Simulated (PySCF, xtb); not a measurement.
Sn(Cl)3(NH2) (Cl₃H₂NSn), SMILES [NH2][Sn]([Cl])([Cl])[Cl]. Other conformers were not sampled.

Harmonic wavenumbers (cm⁻¹) from GFN2-xTB (xtb) at its own minimum, in rising order: 67, 89, 94, 99, 113, 115, 264, 318, 330, 458, 742, 761, 1445, 3357, 3390.

Task: What does PySCF with PBE-D3(BJ)/def2-SVP give at its own minimum? (The exact figures need the calculation; the answer reports its results.)

Result: 13, 94, 110, 120, 138, 147, 344, 374, 384, 540, 681, 871, 1478, 3386, 3490. Paired by order, the mean absolute difference is 50 cm⁻¹ and the zero-point energies are 16.6 and 17.4 kcal/mol.
